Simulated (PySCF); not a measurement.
MoOBr3, SMILES [O]=[Mo]([Br])([Br])[Br] (connectivity only; charge and spin as stated), neutral, multiplicity 2.

The structure is a stationary point at B3LYP-D3(BJ)/def2-SVP. The multiplicity is an assumed one; other spin states were not compared. The def2 effective core potentials stand for the cores of Mo; spin–orbit coupling is left out.

Two levels are set side by side: PBE/def2-TZVP (PySCF) and B3LYP/def2-TZVP (PySCF). Same geometry, gas phase. Differences are taken from unrounded values.

```json
[
 {"quantity": "α-spin orbital gap (eV)", "B3LYP": "2.28"},
 {"quantity": "β-spin orbital gap (eV)", "B3LYP": "4.11"},
 {"quantity": "dipole moment (D)", "B3LYP": "0.89"},
 {"quantity": "mean polarisability (bohr³)", "B3LYP": "108.4"}
]
```

Question: What does PBE give, and how far is it from B3LYP? (Estimate from the structure and the level; the computed values follow.)

Answer: 
```json
[
 {"quantity": "α-spin orbital gap (eV)", "PBE": "0.51", "PBE minus B3LYP": "-1.78"},
 {"quantity": "β-spin orbital gap (eV)", "PBE": "2.73", "PBE minus B3LYP": "-1.38"},
 {"quantity": "dipole moment (D)", "PBE": "0.83", "PBE minus B3LYP": "-0.07"},
 {"quantity": "mean polarisability (bohr³)", "PBE": "111.5", "PBE minus B3LYP": "3.1"}
]
```

Rough cost on one machine, each run with all the roots and properties that it gave: B3LYP against PBE within a factor of 2.
